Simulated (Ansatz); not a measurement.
SiClEt3 (C6H15ClSi). Charge 0, multiplicity 3. Geometry r2SCAN-D4/def2-SVP, that of the neutral singlet; atoms count from 1.

| atom | x (Å) | y (Å) | z (Å) |
| --- | --- | --- | --- |
| Si1 | 0.055 | 0.091 | 0.181 |
| Cl2 | 0.603 | 1.025 | 1.989 |
| C3 | -1.693 | -0.563 | 0.413 |
| C4 | -2.749 | 0.505 | 0.714 |
| H5 | -1.664 | -1.310 | 1.227 |
| H6 | -1.959 | -1.129 | -0.501 |
| H7 | -3.742 | 0.059 | 0.885 |
| H8 | -2.482 | 1.081 | 1.614 |
| H9 | -2.851 | 1.222 | -0.117 |
| C10 | 1.289 | -1.296 | -0.114 |
| C11 | 1.333 | -2.368 | 0.979 |
| H12 | 2.287 | -0.835 | -0.236 |
| H13 | 1.049 | -1.748 | -1.096 |
| H14 | 2.100 | -3.131 | 0.770 |
| H15 | 1.563 | -1.921 | 1.959 |
| H16 | 0.368 | -2.892 | 1.074 |
| C17 | 0.141 | 1.406 | -1.160 |
| C18 | 1.519 | 2.044 | -1.355 |
| H19 | -0.606 | 2.183 | -0.914 |
| H20 | -0.212 | 0.942 | -2.101 |
| H21 | 1.498 | 2.834 | -2.122 |
| H22 | 1.879 | 2.497 | -0.418 |
| H23 | 2.271 | 1.301 | -1.670 |

At PBE0-D4/def2-TZVP a singlet of charge 0 lies 7.42 eV below the triplet at the same geometry.

Question: Estimate the Mulliken populations from the PBE0/def2-TZVP orbitals of Ansatz.

Answer: 
| atom | charge (e) | spin (α − β) |
| --- | --- | --- |
| Si1 | 0.01 | 0.83 |
| Cl2 | -0.09 | 0.40 |
| C3 | -0.17 | 0.27 |
| C4 | -0.25 | -0.11 |
| H5 | 0.14 | 0.02 |
| H6 | 0.06 | 0.14 |
| H7 | 0.10 | 0.10 |
| H8 | 0.10 | 0.06 |
| H9 | 0.12 | 0.02 |
| C10 | -0.27 | 0.05 |
| C11 | -0.33 | -0.05 |
| H12 | 0.13 | 0.01 |
| H13 | 0.11 | 0.04 |
| H14 | 0.12 | 0.03 |
| H15 | 0.12 | 0.03 |
| H16 | 0.11 | 0.01 |
| C17 | -0.24 | 0.04 |
| C18 | -0.36 | -0.01 |
| H19 | 0.12 | 0.00 |
| H20 | 0.10 | 0.05 |
| H21 | 0.13 | 0.02 |
| H22 | 0.12 | 0.02 |
| H23 | 0.12 | 0.00 |
Mulliken values depend strongly on the basis.

Question: Where does the spin sit?

Answer: Summed by element: Si 0.83, Cl 0.40, C 0.20, H 0.57, of 2 unpaired in all. Largest on single atoms: Si1 0.83, Cl2 0.40, C3 0.27.

Question: And the Mayer bond orders between heavy atoms (over 0.3)?

Answer: Si1–Cl2 0.85 (2.11 Å); Si1–C3 0.71 (1.88 Å); Si1–C10 0.98 (1.88 Å); Si1–C17 0.92 (1.88 Å); C3–C4 1.02 (1.53 Å); C10–C11 0.99 (1.53 Å); C17–C18 0.99 (1.53 Å).
